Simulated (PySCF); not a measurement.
**C$_{3}$H$_{7}$NSi$_{2}$: full NMR table**

```yaml
Formula: C3H7NSi2
SMILES: "[H]/N=C\\[SiH2]C#C[SiH3]"
Point_group_of_the_computed_structure: Cs
Degrees_of_unsaturation: 3
Carbon_signals: 3
Proton_signals: 4
```

Structure with atom numbers: `[H]/[N:1]=[CH:2]\[SiH2:3][C:4]#[C:5][SiH3:6]` (H(Xn): hydrogen on atom n).

- shieldings: GIAO PBE0/pcSseg-1
- structure optimised with GFN2-xTB
- code: PySCF 2.14.0 with density-fitted response routines
- no relativistic terms, equivalent nuclei averaged, single conformer, no solvent

Chemical shifts δ = σref − σ; $^{1}$H (σref 31.72) and $^{13}$C (σref 186.93) and $^{29}$Si (σref 349.16) vs TMS; $^{15}$N (σref 267.73) vs NH3, all at this level.

| carbon | δC, type | δH (multiplicity) | HMBC from (2–3 bonds) | span of the C tensor (ppm) |
| --- | --- | --- | --- | --- |
| C2 | 184.0, CH | 9.15 (t) | H(Si3) | 254 |
| C4 | 112.5, C | – | H(C2), H(Si3), H(Si6) | 285 |
| C5 | 118.8, C | – | H(Si3), H(Si6) | 295 |

Other nuclei:
```json
{"atoms": "H(N1)", "nucleus": "$^{1}$H", "environment": "hydrogen on an imine nitrogen", "δ (ppm)": "14.24", "σ (ppm)": "17.48"}
{"atoms": "H(Si3)", "nucleus": "$^{1}$H", "environment": "hydrogen on a silicon bonded to 2 C", "δ (ppm)": "4.58", "σ (ppm)": "27.14"}
{"atoms": "H(Si6)", "nucleus": "$^{1}$H", "environment": "hydrogen on a silicon bonded to C", "δ (ppm)": "4.32", "σ (ppm)": "27.40"}
{"atoms": "Si3", "nucleus": "$^{29}$Si", "environment": "silicon bonded to 2 C, 2 H", "δ (ppm)": "-79.8", "σ (ppm)": "429.0"}
{"atoms": "Si6", "nucleus": "$^{29}$Si", "environment": "silicon bonded to C, 3 H", "δ (ppm)": "-99.2", "σ (ppm)": "448.3"}
{"atoms": "N1", "nucleus": "$^{15}$N", "environment": "imine nitrogen", "δ (ppm)": "457.0", "σ (ppm)": "-189.3"}
```

1. Carbon types of the structure: 2 × C, 1 × CH, leaving 6 H on heteroatoms.
2. δC 184.0: C=N carbon.
3. δC 118.8, 112.5: alkyne carbon.
4. δH 14.24: hydrogen on an imine nitrogen; exchangeable; this is the value without hydrogen bonding to other molecules.
5. δH 9.15: hydrogen on a C=N carbon.
6. δH 4.32: hydrogen on a silicon bonded to C.

The OH or NH signal is concentration- and solvent-dependent in practice; the value given is the gas-phase one. Shifts are as computed. Against solution values, carbons near 30 ppm lie about +3 ppm off and those near 130 ppm about +5 ppm. Of 1211 compounds with measured shifts, 218 miss one by over three times the rms of a fit or turn the order of signals round; such compounds aren't used in these exercises. Experimental scales use liquid or dissolved standards, which lie at an offset from isolated NH3 (liquid NH3: subtract about 20 ppm). Unscaled 15N shifts of sp2 nitrogen come out 20 to 40 ppm too high even then. No couplings were computed; multiplicities are counted from neighbouring protons, with m where these are inequivalent, close in shift, in a saturated or five-membered ring or joined by F or P, and br s for small geminal =CH2 splittings.
